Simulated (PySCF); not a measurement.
Diatomics of I with group 14

HF with double-zeta basis sets in PySCF, for the lowest determinant that a PBE0 search found; no spin–orbit coupling. De refers to high-spin ground-configuration atoms. A positive dipole means M(−)I(+).

```json
{"M": "C", "basis": "x2c-SVPall", "reference": "UHF", "state (unpaired electrons)": "doublet (π ↑)", "Re (Å)": "2.068", "ωe (cm⁻¹)": "608", "De (eV)": "0.88", "μ (D)": "1.15"}
{"M": "Si", "basis": "x2c-SVPall", "reference": "UHF", "state (unpaired electrons)": "doublet (π ↑)", "Re (Å)": "2.483", "ωe (cm⁻¹)": "353", "De (eV)": "1.94", "μ (D)": "-1.34"}
{"M": "Ge", "basis": "cc-pVDZ-PP", "reference": "UHF", "state (unpaired electrons)": "doublet (π ↑)", "Re (Å)": "2.584", "ωe (cm⁻¹)": "231", "De (eV)": "1.78", "μ (D)": "-2.40"}
{"M": "Sn", "basis": "def2-SVP", "reference": "UHF", "state (unpaired electrons)": "doublet (π ↑)", "Re (Å)": "2.774", "ωe (cm⁻¹)": "189", "De (eV)": "1.80", "μ (D)": "-3.29"}
{"M": "Pb", "basis": "def2-SVP", "reference": "UHF", "state (unpaired electrons)": "doublet (π ↑)", "Re (Å)": "2.873", "ωe (cm⁻¹)": "158", "De (eV)": "1.71", "μ (D)": "-4.55"}
```

The shortest bond is that of CI (2.068 Å), the longest that of PbI (2.873 Å).

The rows differ in basis set, which adds steps of its own.

Down a group the atoms grow and get heavier, so bonds lengthen and wavenumbers fall; this series shows no clear exception.

Spin–orbit coupling is left out, which matters for elements this heavy, above all for dissociation energies. Hartree–Fock leaves out correlation, which carries a large part of most bond energies and some tenths to 1 eV of ionisation energies. States were picked by a PBE0 search and need not be the measured ground states.
